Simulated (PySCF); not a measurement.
**KSn⁺: one state, many levels of theory**

State: ³Π (triplet), unpaired electrons σ ↑, π ↑. Set-up: basis K def2-SVPD, Sn def2-SVPD with ECP28; scalar-relativistic core potentials; PySCF 2.14. De refers to K⁺ + Sn in their high-spin ground configurations, without counterpoise correction. The functionals are run spin-unrestricted. A positive dipole points towards Sn; it is taken about the centre of mass and depends on that origin.

```json
{"Level": "UHF", "Re (Å)": "4.057", "ωe (cm⁻¹)": "61.3", "De (eV)": "0.294", "μ (D)": "-12.14"}
{"Level": "UHF-MP2", "Re (Å)": "3.973", "ωe (cm⁻¹)": "66.0", "De (eV)": "0.339", "μ (D)": "n/a"}
{"Level": "UHF-SCS-MP2", "Re (Å)": "3.987", "ωe (cm⁻¹)": "65.3", "De (eV)": "0.331", "μ (D)": "n/a"}
{"Level": "UHF-CCSD", "Re (Å)": "3.984", "ωe (cm⁻¹)": "65.6", "De (eV)": "0.333", "μ (D)": "n/a"}
{"Level": "UHF-CCSD(T)", "Re (Å)": "3.982", "ωe (cm⁻¹)": "65.8", "De (eV)": "0.336", "μ (D)": "n/a"}
{"Level": "PBE", "Re (Å)": "3.894", "ωe (cm⁻¹)": "66.1", "De (eV)": "0.399", "μ (D)": "-10.91"}
{"Level": "r²SCAN", "Re (Å)": "3.921", "ωe (cm⁻¹)": "64.9", "De (eV)": "0.344", "μ (D)": "-11.36"}
{"Level": "TPSSh", "Re (Å)": "3.912", "ωe (cm⁻¹)": "66.1", "De (eV)": "0.366", "μ (D)": "-11.21"}
{"Level": "PBE0", "Re (Å)": "3.880", "ωe (cm⁻¹)": "67.2", "De (eV)": "0.370", "μ (D)": "-11.11"}
{"Level": "r²SCAN0", "Re (Å)": "3.896", "ωe (cm⁻¹)": "66.3", "De (eV)": "0.342", "μ (D)": "-11.35"}
{"Level": "M06-2X", "Re (Å)": "3.793", "ωe (cm⁻¹)": "75.7", "De (eV)": "0.377", "μ (D)": "-10.97"}
```

Question: Which functional lies closest to UHF-CCSD(T) in De, which farthest, and by how much do they differ from it?

Answer: Closest is r²SCAN0 (-8.6 pm in Re, +0.8 % in ωe, +0.01 eV in De against UHF-CCSD(T) in the same basis), farthest PBE (-8.8 pm in Re, +0.5 % in ωe, +0.06 eV in De). CCSD(T) converges more slowly with the basis than the functionals do and binds too weakly in this one, so the order can change at the basis-set limit.

Question: What does a quarter of exact exchange do here, going from PBE to PBE0?

Answer: PBE0 less PBE: -1.4 pm in Re, +1.7 % in ωe, -0.03 eV in De. Exact exchange removes part of the self-interaction that spreads semilocal densities, and in most molecules shortens and stiffens the bond and lowers De; so it does here.

Question: What does the step from GGA to meta-GGA do here, going from PBE to r²SCAN?

Answer: r²SCAN less PBE: +2.7 pm in Re, -1.8 % in ωe, -0.06 eV in De. 

Correlated steps freeze 9 core orbitals. The bond is weak. Basis-set superposition, not corrected here, can be much of De in a small basis, most of all at correlated wavefunction levels. Spin–orbit coupling is left out, which matters for elements this heavy, above all for dissociation energies. For an ion De counts to the pair picked by the measured ionisation energies or electron affinities, which need not be the lowest pair at this level. The state is the lowest determinant that a PBE0 search found; another state may lie lower at other levels.

The whole job (state search and all levels along the bond) took about 3.9 min on 1 thread of Arm Neoverse V1 (shared host), peak memory 0.82 GiB.
